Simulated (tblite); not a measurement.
Parent: `[CH2:1]=[N:2][SiH2:3][CH:4]([CH3:5])[CH3:6]` with C1–N2–Si3–C4 115°, N2–Si3–C4–C5 49°, C4H11NSi.

Structures optimised with GFN2-xTB, isolated species. One conformer each, not checked by frequencies here.

```csv
coordinate of the parent,value
C1=N2,1.246 Å
N2–Si3,1.721 Å
Si3–C4,1.910 Å
C4–C5,1.526 Å
C4–C6,1.525 Å
C1–N2–Si3,135.2°
N2–Si3–C4,104.5°
Si3–C4–C5,111.6°
Si3–C4–C6,110.7°
C5–C4–C6,110.1°
```

Task: How does the shared frame change in `[CH2:1]=[N:2][SiH2:3][C@H:4]([CH3:5])[CH2:6][CH3:7]` with C1–N2–Si3–C4 113°, N2–Si3–C4–C5 -176°, Si3–C4–C6–C7 -69°, C5H13NSi? Atoms pair as C1 = C1, N2 = N2, Si3 = Si3, C4 = C4, C5 = C6, C6 = C5 (parent first).

Result: 
```csv
parent,relative,value in the relative,change
C1=N2,C1=N2,1.247 Å,+0.001
N2–Si3,N2–Si3,1.724 Å,+0.003
Si3–C4,Si3–C4,1.913 Å,+0.003
C4–C5,C4–C6,1.530 Å,+0.004
C4–C6,C4–C5,1.528 Å,+0.003
C1–N2–Si3,C1–N2–Si3,134.0°,-1.2
N2–Si3–C4,N2–Si3–C4,108.6°,+4.1
Si3–C4–C5,Si3–C4–C6,113.9°,+2.3
Si3–C4–C6,Si3–C4–C5,108.8°,-1.9
C5–C4–C6,C6–C4–C5,109.3°,-0.8
```

Of the parent's bonds, N2–Si3, Si3–C4, C4–C5 and C4–C6 change most and about equally (+0.003 to +0.004 Å). Bonds of the relative outside the shared frame: C6–C7 1.522 Å. Point group C1 → C1.

Task: How does the shared frame change in `[CH2:1]=[N:2][CH2:3][C@H:4]([CH3:5])[SiH2:6][N:7]=[CH2:8]` with C1–N2–C3–C4 118°, N2–C3–C4–C5 166°, C3–C4–Si6–N7 55°, C4–Si6–N7–C8 -114°, C5H12N2Si? Atoms pair as C1 = C8, N2 = N7, Si3 = Si6, C4 = C4, C5 = C3, C6 = C5 (parent first).

Result: 
```csv
parent,relative,value in the relative,change
C1=N2,C8=N7,1.247 Å,+0.001
N2–Si3,N7–Si6,1.721 Å,0.000
Si3–C4,Si6–C4,1.912 Å,+0.002
C4–C5,C4–C3,1.529 Å,+0.003
C4–C6,C4–C5,1.521 Å,-0.004
C1–N2–Si3,C8–N7–Si6,134.0°,-1.2
N2–Si3–C4,N7–Si6–C4,104.1°,-0.4
Si3–C4–C5,Si6–C4–C3,108.7°,-2.9
Si3–C4–C6,Si6–C4–C5,112.9°,+2.2
C5–C4–C6,C3–C4–C5,110.7°,+0.6
```

Of the parent's bonds, C4–C5 and C4–C6 change most and about equally (-0.004 to +0.003 Å). Bonds of the relative outside the shared frame: C1=N2 1.250, N2–C3 1.427 Å. Point group C1 → C1.

Task: How does the shared frame change in `[CH2:1]=[N:2][SiH2:3][C@@H:4]([CH3:5])[CH2:6][F:7]` with C1–N2–Si3–C4 -122°, N2–Si3–C4–C5 75°, Si3–C4–C6–F7 -54°, C4H10FNSi? Atoms pair as C1 = C1, N2 = N2, Si3 = Si3, C4 = C4, C5 = C5, C6 = C6 (parent first).

Result: 
```tsv
parent	relative	value in the relative	change
C1=N2	C1=N2	1.247 Å	+0.001
N2–Si3	N2–Si3	1.722 Å	+0.001
Si3–C4	Si3–C4	1.914 Å	+0.004
C4–C5	C4–C5	1.526 Å	0.000
C4–C6	C4–C6	1.517 Å	-0.008
C1–N2–Si3	C1–N2–Si3	135.0°	-0.2
N2–Si3–C4	N2–Si3–C4	102.5°	-2.0
Si3–C4–C5	Si3–C4–C5	112.3°	+0.7
Si3–C4–C6	Si3–C4–C6	109.8°	-0.9
C5–C4–C6	C5–C4–C6	110.4°	+0.3
```

Of the parent's bonds, C4–C6 changes most (-0.008 Å). Bonds of the relative outside the shared frame: C6–F7 1.378 Å. Point group C1 → C1.

Task: How does the shared frame change in `[CH2:1]=[N:2][SiH2:3][C@H:4]([CH3:5])[CH2:6][C:7](=[CH2:8])[CH3:9]` with C1–N2–Si3–C4 123°, N2–Si3–C4–C5 180°, Si3–C4–C6–C7 -171°, C4–C6–C7–C8 -100°, C7H15NSi? Atoms pair as C1 = C1, N2 = N2, Si3 = Si3, C4 = C4, C5 = C6, C6 = C5 (parent first).

Result: 
```json
{"parent": "C1=N2", "relative": "C1=N2", "value in the relative": "1.247 Å", "change": "+0.001"}
{"parent": "N2–Si3", "relative": "N2–Si3", "value in the relative": "1.723 Å", "change": "+0.002"}
{"parent": "Si3–C4", "relative": "Si3–C4", "value in the relative": "1.908 Å", "change": "-0.002"}
{"parent": "C4–C5", "relative": "C4–C6", "value in the relative": "1.538 Å", "change": "+0.012"}
{"parent": "C4–C6", "relative": "C4–C5", "value in the relative": "1.524 Å", "change": "-0.001"}
{"parent": "C1–N2–Si3", "relative": "C1–N2–Si3", "value in the relative": "134.4°", "change": "-0.8"}
{"parent": "N2–Si3–C4", "relative": "N2–Si3–C4", "value in the relative": "104.7°", "change": "+0.2"}
{"parent": "Si3–C4–C5", "relative": "Si3–C4–C6", "value in the relative": "111.0°", "change": "-0.6"}
{"parent": "Si3–C4–C6", "relative": "Si3–C4–C5", "value in the relative": "110.3°", "change": "-0.4"}
{"parent": "C5–C4–C6", "relative": "C6–C4–C5", "value in the relative": "110.8°", "change": "+0.7"}
```

Of the parent's bonds, C4–C5 changes most (+0.012 Å). Bonds of the relative outside the shared frame: C6–C7 1.503, C7=C8 1.324, C7–C9 1.499 Å. Point group C1 → C1.

Task: How does the shared frame change in `[CH2:1]=[N:2][SiH2:3][C@@H:4]([CH3:5])[CH2:6][SH:7]` with C1–N2–Si3–C4 -121°, N2–Si3–C4–C5 -177°, Si3–C4–C6–S7 175°, C4–C6–S7–H -60°, C4H11NSSi? Atoms pair as C1 = C1, N2 = N2, Si3 = Si3, C4 = C4, C5 = C6, C6 = C5 (parent first).

Result: 
```
   parent   relative  value in the relative  change
    C1=N2      C1=N2                1.247 Å  +0.001
   N2–Si3     N2–Si3                1.720 Å  -0.001
   Si3–C4     Si3–C4                1.913 Å  +0.003
    C4–C5      C4–C6                1.516 Å  -0.010
    C4–C6      C4–C5                1.524 Å  -0.001
C1–N2–Si3  C1–N2–Si3                 135.2°     0.0
N2–Si3–C4  N2–Si3–C4                 103.9°    -0.6
Si3–C4–C5  Si3–C4–C6                 110.0°    -1.6
Si3–C4–C6  Si3–C4–C5                 110.4°    -0.3
 C5–C4–C6   C6–C4–C5                 111.0°    +0.9
```

Of the parent's bonds, C4–C5 changes most (-0.010 Å). Bonds of the relative outside the shared frame: C6–S7 1.835 Å. Point group C1 → C1.

These are computed values.
